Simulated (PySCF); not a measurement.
Isomers of C6H7F3O, one GFN2-xTB conformer each. Single-point energies are computed at PBE0/pcSseg-1 (PySCF, gas phase, no added dispersion term), electronic only.

```csv
SMILES,GFN2-xTB relative energy (kcal/mol)
C=C[C@H](C=O)CC(F)(F)F,37.4
C=C(OC(F)(F)F)C1CC1,25.1
FC(F)(F)OC=C1CCC1,19.9
FC(F)C1=C[C@@H](F)COC1,24.0
C[C@@H]1CC=C(C(F)(F)F)O1,13.6
C=CC(=O)CCC(F)(F)F,29.8
O=C(F)[C@@H]1CC[C@H](F)[C@H]1F,0.0
FC(F)(F)[C@@H]1CC[C@H]2O[C@@H]12,8.3
C=CCC(=C)OC(F)(F)F,32.4
FC(F)(F)C[C@H]1C=COC1,12.7
```

Conformers: `[CH2:1]=[CH:2][C@H:3]([CH:4]=[O:5])[CH2:6][C:7]([F:8])([F:9])[F:10]` with C1–C2–C3–C4 -101°, C2–C3–C4–O5 -98°, C2–C3–C6–C7 -159°; `[CH2:1]=[C:2]([O:3][C:4]([F:5])([F:6])[F:7])[CH:8]1[CH2:9][CH2:10]1` with C1–C2–O3–C4 0°, C1–C2–C8–C9 -35°; `[F:1][C:2]([F:3])([F:4])[O:5][CH:6]=[C:7]1[CH2:8][CH2:9][CH2:10]1` with C2–O5–C6–C7 -166°; `[F:1][C@@H:2]1[CH:3]=[C:4]([CH:5]([F:6])[F:7])[CH2:8][O:9][CH2:10]1` with C3–C4–C5–F6 132°, F1–C2–C3–C4 -115°, C3–C4–C8–O9 22°, C4–C8–O9–C10 -53°, C8–O9–C10–C2 62°; `[CH2:1]=[CH:2][C:3](=[O:4])[CH2:5][CH2:6][C:7]([F:8])([F:9])[F:10]` with C1–C2–C3–O4 180°, C2–C3–C5–C6 180°, C3–C5–C6–C7 180°; `[O:1]=[C:2]([F:3])[C@@H:4]1[CH2:5][CH2:6][C@H:7]([F:8])[C@H:9]1[F:10]` with O1–C2–C4–C5 108°, C2–C4–C5–C6 -156°, C4–C5–C6–C7 40°, C5–C6–C7–F8 85°, C6–C7–C9–F10 -107°; `[F:1][C:2]([F:3])([F:4])[C@@H:5]1[CH2:6][CH2:7][C@H:8]2[O:9][C@@H:10]12` with C2–C5–C6–C7 -91°, C5–C6–C7–C8 -27°, C6–C7–C8–O9 -46°, C7–C8–O9–C10 98°; `[CH2:1]=[CH:2][CH2:3][C:4](=[CH2:5])[O:6][C:7]([F:8])([F:9])[F:10]` with C1–C2–C3–C4 7°, C2–C3–C4–C5 -100°, C3–C4–O6–C7 -165°; `[F:1][C:2]([F:3])([F:4])[CH2:5][C@H:6]1[CH:7]=[CH:8][O:9][CH2:10]1` with C2–C5–C6–C7 172°.

Question: What does PBE0/pcSseg-1 give for the same structures?

Answer: 
| SMILES | PBE0/pcSseg-1 E (Eh) | PBE0/pcSseg-1 (kcal/mol) | GFN2-xTB (kcal/mol) | point group |
| --- | --- | --- | --- | --- |
| O=C(F)[C@@H]1CC[C@H](F)[C@H]1F | -606.92439 | 0.0 | 0.0 | C1 |
| C=CC(=O)CCC(F)(F)F | -606.90747 | 10.6 | 29.8 | Cs |
| FC(F)(F)[C@@H]1CC[C@H]2O[C@@H]12 | -606.90019 | 15.2 | 8.3 | C1 |
| FC(F)(F)C[C@H]1C=COC1 | -606.89973 | 15.5 | 12.7 | C1 |
| C[C@@H]1CC=C(C(F)(F)F)O1 | -606.89961 | 15.5 | 13.6 | C1 |
| C=C[C@H](C=O)CC(F)(F)F | -606.89185 | 20.4 | 37.4 | C1 |
| FC(F)C1=C[C@@H](F)COC1 | -606.87480 | 31.1 | 24.0 | C1 |
| FC(F)(F)OC=C1CCC1 | -606.87299 | 32.2 | 19.9 | C1 |
| C=CCC(=C)OC(F)(F)F | -606.87243 | 32.6 | 32.4 | C1 |
| C=C(OC(F)(F)F)C1CC1 | -606.86949 | 34.4 | 25.1 | Cs |

Both levels put the same isomer lowest; measured from each level's own lowest isomer, the values differ by up to 19.2 kcal/mol (C=CC(=O)CCC(F)(F)F: 29.8 against 10.6). As drawn, the lowest has a C=O bond, which the highest lacks; the highest has a three-membered ring, two fluorines on one carbon and a C=C bond outside aromatic rings, which the lowest lacks. Neighbours under 2.5 kcal/mol apart (FC(F)(F)[C@@H]1CC[C@H]2O[C@@H]12 and FC(F)(F)C[C@H]1C=COC1; FC(F)(F)C[C@H]1C=COC1 and C[C@@H]1CC=C(C(F)(F)F)O1; FC(F)C1=C[C@@H](F)COC1 and FC(F)(F)OC=C1CCC1; FC(F)(F)OC=C1CCC1 and C=CCC(=C)OC(F)(F)F; others) can change places with a better method, another conformer or zero-point energy.

Question: Which frontier levels, dipoles and rotational constants go with these structures?

Answer: 
```
                          SMILES  HOMO (eV, PBE0/pcSseg-1)  LUMO (eV)  dipole (D)       A, B, C (MHz)
  O=C(F)[C@@H]1CC[C@H](F)[C@H]1F                     -9.18      -0.65        3.53  1983, 928.5, 840.8
              C=CC(=O)CCC(F)(F)F                     -7.83      -2.03        3.20  2665, 624.1, 558.1
FC(F)(F)[C@@H]1CC[C@H]2O[C@@H]12                     -8.07       1.50        1.21   2537, 1060, 956.4
           FC(F)(F)C[C@H]1C=COC1                     -6.50       0.56        1.87  3140, 740.2, 688.5
        C[C@@H]1CC=C(C(F)(F)F)O1                     -6.82      -0.12        3.80  2670, 865.3, 776.5
          C=C[C@H](C=O)CC(F)(F)F                     -7.67      -1.30        3.55  2025, 872.8, 715.8
          FC(F)C1=C[C@@H](F)COC1                     -7.81      -0.79        1.12  2399, 856.3, 675.9
               FC(F)(F)OC=C1CCC1                     -7.21      -0.05        3.18  3623, 598.1, 569.5
              C=CCC(=C)OC(F)(F)F                     -7.70      -0.08        2.65  2308, 896.3, 810.4
             C=C(OC(F)(F)F)C1CC1                     -7.30      -0.05        3.01  3193, 716.2, 685.4
```
